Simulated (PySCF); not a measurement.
# Relaxation of singlet MoO₃

All numbers come from PBE0 in PySCF with Mo def2-TZVP with ECP28, O def2-TZVP; scalar-relativistic core potentials, no spin–orbit coupling; density-fitted integrals. A (50,194) grid was used.

A hand-made trigonal pyramidal start, of C3v symmetry, held to at least that symmetry:

Coordinates in bohr (charge 0 multiplicity 1):
```
Mo    0.0000    0.0000   -0.5194
O     2.9700    0.0000    1.0598
O    -1.4850    2.5721    1.0598
O    -1.4850   -2.5721    1.0598
```

Optimiser trace:
```
step  E − E(last) (kJ/mol)  largest gradient (Eh/bohr)
   0                101.12                     0.17220
   1                  5.43                     0.02258
   2                  1.62                     0.01588
   3                  0.07                     0.00368
   4                  0.01                     0.00102
   5                  0.00                     0.00004
```

It ends at C3v with Mo–O 1.692 Å (×3); O–Mo–O 110.3° (×3) (after a last refinement on a finer grid). A frequency run shows a minimum.
